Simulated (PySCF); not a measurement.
# Sb (antimony, neutral): PBE calculation

Configuration: [Kr] 4d10 5s2 5p3, high-spin 4S determinant. All numbers are calculated (PySCF 2.14, scalar relativity through the core potential, in cc-pVDZ-PP with ECP28MDF (4s3p2d, 23 functions)).

```
Total energy                : -240.2004 hartree
One-electron energy         : -419.7521 hartree
Hartree (Coulomb) energy    : 198.9134 hartree
Exchange-correlation energy : -19.3618 hartree
⟨S²⟩                        : 3.7507
⟨L²⟩                        : 0.000
Sum of ⟨r⟩                  : 30.22 bohr
Sum of ⟨r²⟩                 : 58.06 bohr²
Time after the integrals    : 0.19 s of wall time on 1 thread of Neoverse-V1 (shared host)
```

```
shell  electrons  mean orbital energy (hartree)  rms radius, mean of both spins (bohr)
 4s α          1                       -5.50190                                  0.848
 4s β          1                       -5.49657                                  0.848
 4p α          3                       -3.76944                                  0.917
 4p β          3                       -3.76398                                  0.917
 4d α          5                       -1.21024                                   1.12
 4d β          5                       -1.19979                                   1.12
 5s α          1                       -0.49189                                   2.37
 5s β          1                       -0.42350                                   2.37
 5p α          3                       -0.19693                                   3.05
```

Energies and moments cover only the electrons outside the core potential.
